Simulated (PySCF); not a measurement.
All of these have the formula C3H9ClOSi2. Computed with TDDFT CAM-B3LYP/def2-SVPD, vertical, gas phase, core orbitals frozen in the response (PySCF). Geometries: GFN2-xTB; one conformer of each isolated species. Triplets are in the Tamm–Dancoff approximation.

A. `[SiH2](OC)[Si@H](C=C)Cl`
B. `O[SiH2][Si@H](Cl)C1CC1`
C. `C[C@@H]1CO[Si@H](Cl)[SiH2]1`

Lowest singlet levels (six at most, fewer where fewer were computed) with oscillator strengths:

1. 6.16 eV (f 0.063); 6.57 eV (f 0.043); 6.69 eV (f 0.003); 6.91 eV (f 0.240); 7.12 eV (f 0.003); 7.33 eV (f 0.136); T1 4.29 eV
2. 6.21 eV (f 0.017); 6.60 eV (f 0.043); 7.11 eV (f 0.045); 7.33 eV (f 0.172); 7.48 eV (f 0.017); 7.51 eV (f 0.012); T1 5.60 eV
3. 6.14 eV (f 0.012); 6.75 eV (f 0.001); 6.82 eV (f 0.001); 7.19 eV (f 0.035); 7.43 eV (f 0.040); 7.59 eV (f 0.005); T1 5.56 eV

Question: Which spectrum belongs to which structure?

Answer: 1 = A, 2 = C, 3 = B.
- A: S1 at 6.16 eV, HOMO→LUMO (79%), HOMO-1→LUMO (8%); Löwdin shares by element: HOMO carbon 38% or more, silicon 30% (atoms not listed hold the other 32%); LUMO silicon 39%, carbon 23% or more (atoms not listed hold the other 38%); HOMO -9.04 and LUMO 0.24 eV.
- B: S1 at 6.14 eV, HOMO→LUMO (84%); Löwdin shares by element: HOMO silicon 33%, chlorine 25%, carbon 14% or more (atoms not listed hold the other 28%); LUMO silicon 41%, oxygen 17%, hydrogen 7% or more (atoms not listed hold the other 34%); HOMO -9.23 and LUMO 0.08 eV.
- C: S1 at 6.21 eV, HOMO→LUMO (88%); Löwdin shares by element: HOMO silicon 43%, carbon 14% or more, chlorine 12% (atoms not listed hold the other 32%); LUMO silicon 49%, chlorine 16%, oxygen 7% (atoms not listed hold the other 29%); HOMO -9.00 and LUMO 0.60 eV.
A and B have S1 within 0.02 eV of each other; their strongest listed levels stand at 6.91 eV (f 0.240) and 7.43 eV (f 0.040).
A and C have S1 within 0.06 eV of each other; their strongest listed levels stand at 6.91 eV (f 0.240) and 7.33 eV (f 0.172).
B and C have S1 within 0.07 eV of each other; their strongest listed levels stand at 7.43 eV (f 0.040) and 7.33 eV (f 0.172).

Without π bonds the low states are Rydberg-like; a valence basis with one diffuse set may place them up to an eV too high.
